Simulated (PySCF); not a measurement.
GaI₂ (SMILES [I][Ga+][I]), charge +1, singlet, geometry from GFN2-xTB (such geometries of metal compounds can be far from the true shape) (core potentials on I). Base run: M062X/def2-SV(P) (PySCF).

Here is a job for PySCF.
```python
from pyscf import gto, scf, dft

mol = gto.M(
    atom='''
Ga    0.000000    0.000000    0.000000
I     0.000000    0.000000    2.504453
I    -0.000000   -0.000000   -2.504453
''',
    basis='def2-sv(p)',
    ecp={'I': 'def2-sv(p)'},
    charge=1,
    spin=0,
    verbose=4,
)

mf = dft.RKS(mol)
mf.xc = 'm062x'
mf.kernel()
```

The base run was repeated with changes; each row names its change, and settings that it needs were set with it.

```tsv
change	ΔE vs base (mEh)	grid points	electrons on the grid
base	0.000	64824	80.00000
grids.atom_grid = (150, 974)	0.018	213736	80.00000
grids.atom_grid = (50, 194)	-10.697	18624	80.00008
grids.radi_method = delley	-0.332	61568	80.00000
grids.level = 5	0.011	138920	80.00000
grids.level = 0	220.3	8088	79.99885
grids.radi_method = mura_knowles	0.016	57408	80.00000
grids.level = 2	-0.057	41384	80.00000
grids.prune = off	0.000	121520	80.00000
grids.level = 4	0.015	93560	80.00000
grids.atom_grid = (30, 110)	208.4	7272	79.99875
```
